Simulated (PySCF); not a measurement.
MgO, charge +1, doublet, at a GFN2-xTB geometry of the parent state (such geometries of metal compounds can be far from the true shape) (a state made from the parent by changing its charge; the spin is typed, not shown lowest).

Here is a job for PySCF.
```python
from pyscf import gto, scf, dft

mol = gto.M(
    atom='''
Mg   -0.00000000   -0.00000000   -0.65696814
O     0.00000000    0.00000000    0.98545221
''',
    basis='6-31g*',
    charge=1,
    spin=1,
    verbose=4,
)

mf = dft.UKS(mol)
mf.xc = 'lda,vwn'
mf.kernel()
```

### Question
Give the <S^2> at the level SVWN5/6-31G* in PySCF.

### Answer
0.762

### Question
Estimate the HOMO energy that SVWN5/6-31G* returns for this input.

### Answer
-12.70 eV

### Question
Estimate the number of basis functions that SVWN5/6-31G* returns for this input.

### Answer
32

These values belong to the state on which the SCF converged, which isn't shown to be the lowest.
